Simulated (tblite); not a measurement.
Compound: C4H11N2Si (doublet state).
Atom-mapped SMILES: `[CH2:1]=[CH:2][C@H:3]([CH3:4])[NH:5][SiH:6][NH2:7]` (hydrogens: H8, H9 on C1; H10 on C2; H11 on C3; H12, H13, H14 on C4; H15 on N5; H16 on Si6; H17, H18 on N7)
Bond orders are those of one Lewis drawing.

Computed with GFN2-xTB (tblite), gas phase: L-BFGS steps from a force-field or distance-geometry start until the largest atomic force falls under 0.01 eV/Å.

Step 77: E = -589.9173 eV
```
atom  x, y, z in Å  |  force x, y, z in eV/Å
C1     -1.5006    2.3224   -0.2143   -0.031  -0.040   0.011
C2     -1.4988    1.0430    0.1121    0.017   0.022   0.002
C3     -0.6678    0.0038   -0.5847   -0.010   0.022  -0.011
C4     -1.4474   -1.2937   -0.7771    0.046   0.047  -0.012
N5      0.4991   -0.2536    0.2422   -0.005  -0.002  -0.061
Si6     1.7722   -1.3501   -0.1467    0.025   0.026   0.011
N7      3.1116   -0.4154   -0.7569    0.061  -0.053  -0.050
H8     -2.0738    3.0532    0.3307   -0.006   0.004  -0.001
H9     -0.9282    2.6922   -1.0503   -0.018   0.002  -0.005
H10    -2.0617    0.6842    0.9619   -0.016   0.004   0.025
H11    -0.3774    0.3963   -1.5762   -0.017   0.017   0.009
H12    -2.4239   -1.0898   -1.2080   -0.010  -0.002  -0.031
H13    -0.8922   -1.9562   -1.4344   -0.007  -0.060  -0.008
H14    -1.5693   -1.7840    0.1835   -0.042  -0.015   0.035
H15     0.8212    0.6060    0.6700    0.019   0.041   0.045
H16     2.2435   -1.9675    1.0904    0.011  -0.015   0.012
H17     2.9586    0.1520   -1.5771    0.033   0.013   0.025
H18     4.0261   -0.8366   -0.8060   -0.050  -0.010   0.006
```

Step 78: E = -589.9180 eV
```
atom  x, y, z in Å  |  force x, y, z in eV/Å
C1     -1.5195    2.3199   -0.2214   -0.004  -0.080   0.012
C2     -1.4897    1.0440    0.1220    0.003   0.092  -0.008
C3     -0.6619    0.0094   -0.5837   -0.023  -0.017  -0.022
C4     -1.4450   -1.2854   -0.7827    0.040   0.008  -0.021
N5      0.5031   -0.2556    0.2428    0.029   0.049  -0.043
Si6     1.7717   -1.3591   -0.1429    0.018   0.018   0.004
N7      3.1108   -0.4213   -0.7491    0.053  -0.058  -0.047
H8     -2.0868    3.0478    0.3316   -0.036   0.027   0.022
H9     -0.9766    2.6955   -1.0766   -0.038  -0.061   0.036
H10    -2.0236    0.6859    0.9936    0.018   0.038  -0.043
H11    -0.3703    0.4068   -1.5737   -0.031   0.014   0.030
H12    -2.4216   -1.0804   -1.2139    0.004   0.014  -0.016
H13    -0.8927   -1.9479   -1.4435   -0.001  -0.042   0.001
H14    -1.5678   -1.7816    0.1754   -0.041   0.002   0.022
H15     0.8398    0.6079    0.6549   -0.005   0.005   0.036
H16     2.2367   -1.9804    1.0950    0.011  -0.007   0.005
H17     2.9589    0.1417   -1.5724    0.026   0.022   0.020
H18     4.0256   -0.8410   -0.7964   -0.024  -0.023   0.010
```

Problem. Estimate the geometry and energy of step 79. (The exact step hangs on the optimiser's Hessian estimate; all steps are aligned on step 78, rigid shifts and turns removed.)

Solution. E = -589.9193 eV, largest force 0.097 eV/Å
```
atom  x, y, z in Å  |  force x, y, z in eV/Å
C1     -1.5196    2.3170   -0.2188   -0.023   0.081  -0.001
C2     -1.4888    1.0429    0.1193    0.040  -0.026  -0.017
C3     -0.6613    0.0093   -0.5876   -0.027  -0.027  -0.031
C4     -1.4465   -1.2852   -0.7827    0.013   0.002  -0.027
N5      0.5047   -0.2532    0.2379    0.006  -0.024  -0.053
Si6     1.7738   -1.3574   -0.1414    0.015   0.014  -0.010
N7      3.1136   -0.4214   -0.7490    0.012  -0.018  -0.072
H8     -2.0840    3.0439    0.3368   -0.069   0.041   0.054
H9     -0.9810    2.6998   -1.0701    0.019  -0.048  -0.049
H10    -2.0206    0.6870    0.9894   -0.028  -0.017   0.035
H11    -0.3696    0.4067   -1.5774   -0.040   0.007   0.025
H12    -2.4198   -1.0835   -1.2248    0.026   0.028   0.003
H13    -0.8944   -1.9583   -1.4322    0.029  -0.034  -0.010
H14    -1.5786   -1.7722    0.1787   -0.043   0.002   0.029
H15     0.8378    0.6068    0.6551    0.011   0.068   0.058
H16     2.2371   -1.9777    1.0981    0.012  -0.002   0.001
H17     2.9635    0.1465   -1.5703    0.015   0.002   0.049
H18     4.0247   -0.8448   -0.8021    0.033  -0.049   0.015
```

The energy changes by -0.0013 eV. The first-order estimate −F·Δx gives -0.0024 eV and the mean of the old and new forces, exact on a quadratic surface, -0.0013 eV. The step makes an angle of 71° with the force vector and moves no atom by more than 0.015 Å.

What follows is the cost of the whole relaxation. Time: 1.7 s. Hardware: one thread, Arm Neoverse V1 (aarch64), on a shared host.
